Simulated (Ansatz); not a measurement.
Ansatz (an electronic-structure program) input:

Ansatz 0.2 input:
```yaml
crystal:
  periodic: [false, false, false]
  atoms:
    - {symbol: N, position_ang: [-1.95127349, -0.54698312, 0.08076112]}
    - {symbol: B, position_ang: [-0.62194283, -0.17434369, 0.02574155]}
    - {symbol: Br, position_ang: [0.68582484, -1.36359934, -0.76048657]}
    - {symbol: Br, position_ang: [-0.06552104, 1.53748358, 0.73481286]}
    - {symbol: H, position_ang: [-2.28042076, -1.42854381, -0.27701575]}
    - {symbol: H, position_ang: [-2.66158375, 0.04319571, 0.48156004]}
basis:
  gaussian:
    orbitals: def2-TZVPD
hamiltonian:
  xc: {name: BHLYP}
output: {forces: true}
```

**Question.** What final total energy does it print?

**Answer.** -5229.21495 Eh (BHLYP/def2-TZVPD). The basis has 206 functions.
